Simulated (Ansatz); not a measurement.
bromoethene (C2H3Br), SMILES C=CBr.

The structure is a stationary point at PBE0-D3(BJ)/def2-TZVP.

Two levels are set side by side: PBE/def2-SVPD (Ansatz, an electronic-structure program) and ωB97X-V/def2-SVPD (Ansatz). Energy differences of separate SCF runs at the same geometry; the states with an electron removed or added have multiplicity 2 and 2. Differences are taken from unrounded values.

| quantity | ωB97X-V |
|---|---|
| vertical ionisation energy (eV) | 9.89 |
| vertical singlet–triplet gap (eV) | 4.38 |

**Question.** What does PBE give, and how far is it from ωB97X-V? (The exact figures need the calculation; the answer reports its results.)

**Answer.** 
```csv
quantity,PBE,PBE minus ωB97X-V
vertical ionisation energy (eV),9.64,-0.25
vertical singlet–triplet gap (eV),4.21,-0.16
```
